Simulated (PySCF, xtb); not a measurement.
C2H10Si3, SMILES [SiH2]([SiH2]C=C)[SiH3].

xtb with GFN2-xTB at its own geometry gives an orbital gap of 3.43 eV and a dipole moment of 0.18 D.

Coordinates come from a B3LYP-D3(BJ)/def2-SVP optimisation. Other conformers were not sampled.

**Question.** What does PBE/def2-TZVP (PySCF) give? (The exact figures need the calculation; the answer reports its results.)

**Answer.** gap 4.77 eV (levels -6.48 and -1.70 eV), dipole 0.70 D.
